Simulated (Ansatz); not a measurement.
Na4H4⁺, that is (NaH)4 ring with one electron fewer. Total charge 1; doublet. Geometry PBE-D4/def2-SVP, that of the neutral singlet.

```xyz
8

Na   -0.7136    1.6028   -1.8803
H    -1.8410   -0.0901   -2.0155
Na   -1.7341   -1.7226   -0.7994
H    -0.7705   -2.5101    0.8161
Na    0.7134   -1.6026    1.8804
H     1.8410    0.0901    2.0155
Na    1.7343    1.7225    0.7992
H     0.7705    2.5101   -0.8160
```

(1) Estimate the α-spin orbital energies around the gap (eV) in Ansatz with PBE-D4/def2-TZVP, r2SCAN-D4/def2-TZVP, PBE0-D4/def2-TZVP.

Answers

(1) 
| orbital | PBE-D4/def2-TZVP | r2SCAN-D4/def2-TZVP | PBE0-D4/def2-TZVP |
| --- | --- | --- | --- |
| HOMO−5 | -31.94 | -32.92 | -35.35 |
| HOMO−4 | -31.93 | -32.91 | -35.34 |
| HOMO−3 | -10.41 | -10.68 | -11.76 |
| HOMO−2 | -9.99 | -10.30 | -11.33 |
| HOMO−1 | -9.98 | -10.29 | -11.32 |
| HOMO | -9.62 | -9.96 | -10.96 |
| LUMO | -4.57 | -4.24 | -3.97 |
| LUMO+1 | -4.23 | -3.62 | -3.70 |
| LUMO+2 | -4.20 | -3.22 | -3.53 |
| LUMO+3 | -3.76 | -2.80 | -3.15 |
| LUMO+4 | -3.76 | -2.80 | -3.15 |
| LUMO+5 | -3.47 | -2.53 | -2.98 |
| β HOMO | -9.32 | -9.34 | -9.98 |
| β LUMO | -8.90 | -8.92 | -8.69 |
